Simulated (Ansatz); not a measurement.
# CH3FInS: where a starting geometry ends

The starting geometry of this gas-phase doublet was optimised with GFN2-xTB.

```xyz
7

C     0.5780    0.9364    1.1458
F    -0.8632   -3.6961    3.2533
In   -1.2407   -2.0444    2.0866
S     0.7759   -0.1560    2.5750
H    -0.4231    1.3611    1.1414
H     0.7691    0.3845    0.2283
H     1.3106    1.7319    1.2523
```

Where would you expect an optimisation with B3LYP-D3(BJ)/def2-SVP to take it?

It keeps its bonds, and is `C[S][In][F]`. Distances that change by over a tenth: In3–S4 (2.81 → 2.52 Å).

The energy falls by 0.20 eV over 9 steps:

```json
{"step": "1", "E − E(last) (eV)": "0.204"}
{"step": "2", "E − E(last) (eV)": "0.037"}
{"step": "3", "E − E(last) (eV)": "0.009"}
{"step": "4", "E − E(last) (eV)": "0.006"}
{"step": "5", "E − E(last) (eV)": "0.001"}
{"step": "6", "E − E(last) (eV)": "0.000"}
{"step": "7", "E − E(last) (eV)": "0.000"}
{"step": "8", "E − E(last) (eV)": "0.000"}
{"step": "9", "E − E(last) (eV)": "0.000"}
```

Final geometry (Å):

```csv
atom,x (Å),y (Å),z (Å)
C,0.5412,0.9056,1.1544
F,-0.9828,-3.5393,3.3371
In,-0.9798,-2.0581,2.0083
S,0.7666,-0.3074,2.5109
H,-0.4601,1.3572,1.1696
H,0.7391,0.4608,0.1697
H,1.2825,1.6987,1.3327
```

Frequencies at the end are all real (lowest 46 cm⁻¹). Open shells are spin-unrestricted. Atoms past krypton carry core potentials, without spin–orbit terms. Run with Ansatz 0.2.0, 54 s on 2 threads of Intel(R) Xeon(R) Platinum 8375C CPU @ 2.90GHz (Ice Lake) (shared host).
